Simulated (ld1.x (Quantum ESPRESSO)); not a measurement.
## samarium (Sm): variants of one PAW potential

Base potential:

```
Element                 : samarium
Generator               : ld1.x (Quantum ESPRESSO) 7.5
Type                    : PAW
Functional              : PBEsol
Relativity              : scalar-relativistic
Frozen core             : [Kr] 4d10
Valence charge          : 16
Reference configuration : 4f6 5s2 5p6 5d0.5 6s1.5 6p0
Partial waves           : 5s (bound): rcut 1.80, rcutus 2.25 bohr; 6s (bound): rcut 1.80, rcutus 2.25 bohr; 5p (bound): rcut 2.20, rcutus 2.70 bohr; 6p (bound, empty): rcut 2.20, rcutus 2.70 bohr; 5d (bound): rcut 2.10, rcutus 2.85 bohr; 5d channel at 0.4 Ry: rcut 2.10, rcutus 2.85 bohr; 4f (bound): rcut 0.80, rcutus 1.10 bohr; 4f channel at 0.8 Ry: rcut 0.80, rcutus 1.10 bohr
Local potential         : all-electron potential smoothed inside 0.90 bohr (lloc = -1)
Core correction         : Bessel-smoothed model core inside 1.00 bohr
Augmentation charge     : BESSEL, radius 0.90 bohr
```

Cutoffs, loose and tight: the cutoffs (Ry, on a coarse ladder) from which the occupation-weighted sum of valence levels, in a spherical-Bessel basis at the reference potential, stays within 10 and 1 mRy of its value at 400 Ry. They do not see the model core or the augmentation charge, which bear on the density cutoff. Test errors are all-electron minus pseudo excitation energies from the reference, over the configurations 4f6 5s2 5p6 5d0 6s2 6p0; 4f6 5s2 5p6 5d0 6s1 6p0; 4f6 5s2 5p6 5d0 6s0 6p0; 4f6 5s2 5p6 5d1 6s1 6p0; 4f6 5s2 5p6 5d0 6s0 6p2; 4f5 5s2 5p6 5d0 6s0 6p0; 4f5 5s2 5p6 5d1 6s1 6p0. A dash means not determined; rows that change the core or the reference have their own tests. The largest error is taken over the tests solved by every variant that gives reliable tests at all: 4f6 5s2 5p6 5d0 6s0 6p0; 4f6 5s2 5p6 5d0 6s1 6p0; 4f6 5s2 5p6 5d0 6s2 6p0.

A true bound ghost makes a file unfit for plane-wave use even where its test errors are small: the radial tests pick states by their node count and pass the ghost by.

Cutoffs are not given where the Bessel-basis levels miss the radial ones by over 6 mRy, ghosts where they miss by over 20 mRy; a channel whose overlap is not positive is not tested.

A file whose overlap is not positive is unfit for use, and its test errors describe a broken file.

```csv
change,outcome,bound ghosts,largest test error (meV)
base,"generated, overlap not positive",not determined (overlap not positive),-14
"all radii but the core radius scaled by about 1.10 (s 2.48, p 2.98, d 3.14, f 1.22 bohr, rcut 1.98/2.42/2.32/0.88); local potential all-electron potential smoothed inside 1.00 bohr (lloc = -1); augmentation BESSEL, radius 1.00 bohr","generated, overlap not positive","d (s, p not tested, overlap not positive)",+24
local potential all-electron potential smoothed inside 2.00 bohr (lloc = -1),"generated, overlap not positive",not determined (overlap not positive),test run stopped at test 1 of 7 (negative rho)
type RRKJ; waves now 5s (bound): rc 2.25 bohr; 5p (bound): rc 2.70 bohr; 5d (bound): rc 2.85 bohr; 4f (bound): rc 1.10 bohr; local potential the f channel,failed: run_pseudo: Errors in PS-KS equation,–,–
"waves 5p (bound): rcut 2.20, rcutus 2.74 bohr; 6p (bound): rcut 2.20, rcutus 2.74 bohr","generated, overlap not positive",not determined (overlap not positive),-14
"augmentation GAUSS, radius 0.75 bohr","generated, overlap not positive",not determined (overlap not positive),-16
"waves 4f (bound): rcut 0.80, rcutus 1.58 bohr; 4f channel at 0.8 Ry: rcut 0.80, rcutus 1.58 bohr","generated, overlap not positive",not determined (overlap not positive),-16
local potential all-electron potential smoothed inside 1.05 bohr (lloc = -1),"generated, overlap not positive",not determined (overlap not positive),+7.8
"waves 5d (bound): rcut 2.10, rcutus 2.38 bohr; 5d channel at 0.4 Ry: rcut 2.10, rcutus 2.38 bohr","generated, overlap not positive",not determined (overlap not positive),-13
```

Question: What comes out with this change to the base: fully relativistic?

Answer: outcome: generated; bound ghosts: not determined; largest test error (meV): -8.8.
